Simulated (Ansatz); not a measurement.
System: CHO₂ (charge 0, doublet). It need not be the lowest isomer of its formula. 
Structure (B3LYP-D3(BJ)/def2-TZVP (Ansatz, a first-principles code) minimum search):
```
C
O 1 1.1763
O 1 1.3404 2 127.01
H 3 0.9671 1 108.83 2 -180.00
```
Charge 0, spin multiplicity 2.

Basis-set convergence of Hartree-Fock and CCSD(T) correlation energies (hartree) with Ansatz. Valence correlation only, unless marked. UHF or UKS for open shells. No spin-orbit coupling. Non-relativistic.

| basis | functions | E(HF) | E(corr, CCSD(T)) |
|---|---|---|---|
| cc-pVDZ | 47 | -188.14764 | -0.50179 |
| cc-pVTZ | 104 | -188.20602 | -0.63024 |
| cc-pVQZ | 195 | -188.22103 | -0.67372 |

Extrapolating the two largest sets (X = 3 and 4) as X^-3: E(corr) = (64·(-0.67372) - 27·(-0.63024))/37 = -0.7054 Eh, an estimate of the basis-set limit. The largest set recovers 95.5 % of it, the smallest 71.1 %.
